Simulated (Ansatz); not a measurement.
Consider the isomerisation: `[SiH3]C([SiH3])BCl` → `CB[SiH2][SiH2]Cl`.

Isolated molecules relaxed with PBE0-D4/def2-TZVP in Ansatz; ΔE leaves out vibrations. CBS: MP2 limit from def2 TZ/QZ plus the TZ coupled-cluster correction, frozen cores. Functionals use def2-TZVPP. B3LYP here is the variant with VWN-RPA as its local correlation; programs differ in this. Each species was taken in one conformer, which may not be the lowest.

`[SiH3]C([SiH3])BCl`:

Z-matrix (Å, degrees):
```
Si
C 1 1.886
H 1 1.486 2 109.4
H 1 1.485 2 109.8 3 119.9
H 1 1.486 2 110.5 3 -119.8
Si 2 1.886 1 108.2 3 -60.3
B 2 1.533 1 109.6 3 -179.7
H 2 1.096 1 108.4 3 57.1
H 6 1.486 2 109.4 1 60.8
H 6 1.485 2 109.8 1 -59.1
H 6 1.486 2 110.5 1 -179.4
Cl 7 1.753 2 121.6 1 -120.8
H 7 1.195 2 122.4 1 59.3
```

`CB[SiH2][SiH2]Cl`:

Z-matrix (Å, degrees):
```
C
B 1 1.548
H 1 1.092 2 114.5
H 1 1.091 2 116.2 3 -130.7
H 1 1.106 2 102.8 3 114.1
Si 2 2.009 1 122.8 3 157.7
H 2 1.200 1 119.4 3 -30.4
Si 6 2.346 2 104.4 1 88.5
H 6 1.491 2 114.8 1 -155.6
H 6 1.491 2 114.9 1 -28.2
Cl 8 2.072 6 108.6 2 -51.6
H 8 1.485 6 113.2 2 -170.3
H 8 1.485 6 111.9 2 66.3
```

```json
{"level": "PBE-D4", "ΔE (kcal/mol)": "5.8", "difference from CCSD(T)/CBS": "-4.4"}
{"level": "r2SCAN-D4", "ΔE (kcal/mol)": "8.1", "difference from CCSD(T)/CBS": "-2.1"}
{"level": "PBE0-D4", "ΔE (kcal/mol)": "6.9", "difference from CCSD(T)/CBS": "-3.3"}
{"level": "B3LYP-D4", "ΔE (kcal/mol)": "8.4", "difference from CCSD(T)/CBS": "-1.8"}
{"level": "ωB97X-V", "ΔE (kcal/mol)": "9.0", "difference from CCSD(T)/CBS": "-1.2"}
{"level": "ωB97M-V", "ΔE (kcal/mol)": "11.3", "difference from CCSD(T)/CBS": "1.1"}
{"level": "B2PLYP", "ΔE (kcal/mol)": "9.9", "difference from CCSD(T)/CBS": "-0.3"}
{"level": "PBE", "ΔE (kcal/mol)": "5.2", "difference from CCSD(T)/CBS": "-5.0"}
{"level": "r2SCAN", "ΔE (kcal/mol)": "8.0", "difference from CCSD(T)/CBS": "-2.2"}
{"level": "PBE0", "ΔE (kcal/mol)": "6.4", "difference from CCSD(T)/CBS": "-3.8"}
{"level": "B3LYP", "ΔE (kcal/mol)": "7.3", "difference from CCSD(T)/CBS": "-2.9"}
{"level": "HF/def2-TZVPP", "ΔE (kcal/mol)": "9.6", "difference from CCSD(T)/CBS": "-0.6"}
{"level": "MP2/def2-TZVPP", "ΔE (kcal/mol)": "14.3", "difference from CCSD(T)/CBS": "4.1"}
{"level": "SCS-MP2/def2-TZVPP", "ΔE (kcal/mol)": "13.6", "difference from CCSD(T)/CBS": "3.4"}
{"level": "CCSD/def2-TZVPP", "ΔE (kcal/mol)": "10.9", "difference from CCSD(T)/CBS": "0.7"}
{"level": "CCSD(T)/def2-TZVPP", "ΔE (kcal/mol)": "11.5", "difference from CCSD(T)/CBS": "1.3"}
{"level": "HF/def2-QZVPP", "ΔE (kcal/mol)": "9.7", "difference from CCSD(T)/CBS": "-0.5"}
{"level": "MP2/def2-QZVPP", "ΔE (kcal/mol)": "13.6", "difference from CCSD(T)/CBS": "3.4"}
{"level": "SCS-MP2/def2-QZVPP", "ΔE (kcal/mol)": "12.9", "difference from CCSD(T)/CBS": "2.7"}
{"level": "HF/CBS(def2)", "ΔE (kcal/mol)": "9.7", "difference from CCSD(T)/CBS": "-0.5"}
{"level": "MP2/CBS(def2)", "ΔE (kcal/mol)": "13.0", "difference from CCSD(T)/CBS": "2.8"}
{"level": "CCSD/CBS(def2)", "ΔE (kcal/mol)": "9.6", "difference from CCSD(T)/CBS": "-0.6"}
{"level": "CCSD(T)/CBS", "ΔE (kcal/mol)": "10.2", "difference from CCSD(T)/CBS": "0"}
```

Largest T1 diagnostic among the species: 0.012.

The D4 term adds +1.1 kcal/mol with B3LYP and +0.5 kcal/mol with PBE0; it sums over pairs of atoms, weighted by their polarisabilities, and B3LYP, whose exchange is more repulsive, gets the larger term. From PBE to PBE0 (25 % exact exchange), in def2-TZVPP and without D4, ΔE moves by +1.2 kcal/mol.
